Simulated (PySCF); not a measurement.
C4H5, charge +1, multiplicity 1. Atoms are numbered in the order given.

```xyz
9

C     -0.1766     1.8473     0.0000
C      0.1643     0.6106     0.0000
C      0.5458    -0.7110     0.0000
C     -0.4212    -1.6878     0.0000
H     -0.3267     2.3953     0.9448
H     -0.3267     2.3953    -0.9448
H      1.6136    -0.9623     0.0000
H     -1.4870    -1.4339     0.0000
H     -0.1466    -2.7491     0.0000
```
Charge +1, spin multiplicity 1.

The structure is a stationary point at B3LYP-D3(BJ)/def2-SVP. The spin state was assumed, not searched. The isomer is the one that the SMILES or the coordinates give; other isomers of the formula were not compared. Other conformers were not sampled.

The numbers are results of TDDFT-PBE/def2-SVPD (PySCF), not measurements.

Vertical excitations. The molecule is in vacuum. State labels are in the subgroup Cs.

```
state  symmetry  energy (eV)  λ (nm)      f                                                                  main pairs
-----  --------  -----------  ------  -----  --------------------------------------------------------------------------
S1           A"         2.84     436  0.000                                                             HOMO→LUMO 100 %
S2           A"         5.26     236  0.000                                                           HOMO−2→LUMO 100 %
S3           A'         5.51     225  0.357                                                            HOMO−1→LUMO 96 %
S4           A"         6.89     180  0.000                                                            HOMO→LUMO+2 93 %
S5           A"         7.04     176  0.003                                                            HOMO−4→LUMO 92 %
S6           A'         7.05     176  0.088                                          HOMO−3→LUMO 68 %, HOMO→LUMO+1 26 %
S7           A"         7.39     168  0.000                                                          HOMO−1→LUMO+1 98 %
S8           A"         7.80     159  0.006                                                            HOMO−5→LUMO 96 %
S9           A'         8.44     147  0.285  HOMO→LUMO+1 38 %, HOMO−1→LUMO+2 20 %, HOMO−2→LUMO+1 19 %, HOMO−3→LUMO 13 %
S10          A"         8.86     140  0.003                                                            HOMO−6→LUMO 95 %
T1           A"         2.46     505      0                                                             HOMO→LUMO 100 %
T2           A'         2.99     414      0                                                            HOMO−1→LUMO 99 %
T3           A"         4.78     259      0                                                            HOMO−2→LUMO 99 %
T4           A'         5.10     243      0                                                            HOMO→LUMO+1 98 %
```
Triplets are in the Tamm–Dancoff approximation, which puts them higher than full response would, so one can lie above its singlet here.
